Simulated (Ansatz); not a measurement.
Consider the formal exchange of groups at the Al–O bond: `[CH3][AlH][O][SiH2]C` + `C[SiH3]` → `[CH3][AlH][SiH2]C` + `C[SiH2]O`.

Isolated molecules relaxed with PBE0-D4/def2-TZVP in Ansatz; ΔE leaves out vibrations. CCSD(T)/CBS adds triple-zeta CCSD(T) − MP2 to the extrapolated MP2 energy (def2 sets, frozen cores). This one scheme is used for every species. DFT in def2-TZVPP. B3LYP here is the variant with VWN-RPA as its local correlation; programs differ in this. Each species was taken in one conformer, which may not be the lowest.

`[CH3][AlH][O][SiH2]C`:

```xyz
14

C     1.476   -1.798   -1.078
Al    1.796    0.094   -0.766
O     0.595    1.033   -0.045
Si   -0.770    1.586    0.642
C    -1.963    0.200    1.006
H     0.745   -2.214   -0.381
H     2.396   -2.385   -1.005
H     1.083   -1.955   -2.089
H     3.133    0.839   -1.168
H    -0.428    2.291    1.909
H    -1.415    2.566   -0.277
H    -2.245   -0.328    0.091
H    -1.526   -0.525    1.698
H    -2.876    0.593    1.463
```

`C[SiH3]`:

```xyz
8

C     0.571   -0.695    0.408
Si   -0.511    0.622   -0.365
H     0.213   -0.955    1.406
H     1.602   -0.345    0.497
H     0.572   -1.602   -0.200
H    -1.916    0.144   -0.484
H    -0.022    0.973   -1.726
H    -0.508    1.858    0.464
```

`[CH3][AlH][SiH2]C`:

```xyz
13

C    -1.952    1.210    0.627
Al   -1.219    0.319   -0.953
Si    0.971   -0.806   -0.920
C     1.859   -0.714    0.742
H    -2.930    0.791    0.885
H    -1.311    1.139    1.508
H    -2.122    2.273    0.419
H    -2.081    0.334   -2.295
H     1.858   -0.220   -1.973
H     0.806   -2.244   -1.298
H     1.258   -1.176    1.528
H     2.041    0.324    1.027
H     2.821   -1.229    0.703
```

`C[SiH2]O`:

```xyz
9

C     0.204   -1.092    0.378
Si    0.244    0.602   -0.397
O    -1.255    1.286   -0.508
H     1.208   -1.526    0.391
H    -0.450   -1.763   -0.183
H    -0.153   -1.050    1.411
H     0.734    0.524   -1.795
H     1.157    1.475    0.398
H    -1.689    1.543    0.305
```

```json
{"level": "PBE-D4", "ΔE (kcal/mol)": "35.4", "difference from CCSD(T)/CBS": "-5.7"}
{"level": "r2SCAN-D4", "ΔE (kcal/mol)": "40.7", "difference from CCSD(T)/CBS": "-0.4"}
{"level": "PBE0-D4", "ΔE (kcal/mol)": "37.0", "difference from CCSD(T)/CBS": "-4.1"}
{"level": "B3LYP-D4", "ΔE (kcal/mol)": "42.0", "difference from CCSD(T)/CBS": "0.9"}
{"level": "ωB97X-V", "ΔE (kcal/mol)": "40.7", "difference from CCSD(T)/CBS": "-0.4"}
{"level": "B2PLYP", "ΔE (kcal/mol)": "42.8", "difference from CCSD(T)/CBS": "1.7"}
{"level": "r2SCAN", "ΔE (kcal/mol)": "40.6", "difference from CCSD(T)/CBS": "-0.5"}
{"level": "PBE0", "ΔE (kcal/mol)": "36.8", "difference from CCSD(T)/CBS": "-4.3"}
{"level": "B3LYP", "ΔE (kcal/mol)": "41.7", "difference from CCSD(T)/CBS": "0.6"}
{"level": "SCS-MP2/def2-TZVPP", "ΔE (kcal/mol)": "43.9", "difference from CCSD(T)/CBS": "2.8"}
{"level": "CCSD(T)/def2-TZVPP", "ΔE (kcal/mol)": "41.2", "difference from CCSD(T)/CBS": "0.1"}
{"level": "HF/def2-QZVPP", "ΔE (kcal/mol)": "46.6", "difference from CCSD(T)/CBS": "5.5"}
{"level": "MP2/def2-QZVPP", "ΔE (kcal/mol)": "43.5", "difference from CCSD(T)/CBS": "2.4"}
{"level": "SCS-MP2/def2-QZVPP", "ΔE (kcal/mol)": "44.0", "difference from CCSD(T)/CBS": "2.9"}
{"level": "HF/CBS(def2)", "ΔE (kcal/mol)": "46.7", "difference from CCSD(T)/CBS": "5.6"}
{"level": "CCSD/CBS(def2)", "ΔE (kcal/mol)": "41.8", "difference from CCSD(T)/CBS": "0.7"}
{"level": "CCSD(T)/CBS", "ΔE (kcal/mol)": "41.1", "difference from CCSD(T)/CBS": "0"}
```

Largest T1 diagnostic among the species: 0.011.

In def2-TZVPP, CCSD(T) changes the Hartree–Fock value by −4.8 kcal/mol (the triples alone add −0.7 kcal/mol) and MP2 by −2.7 kcal/mol. From PBE to PBE0 (25 % exact exchange), in def2-TZVPP and without D4, ΔE moves by +1.6 kcal/mol.
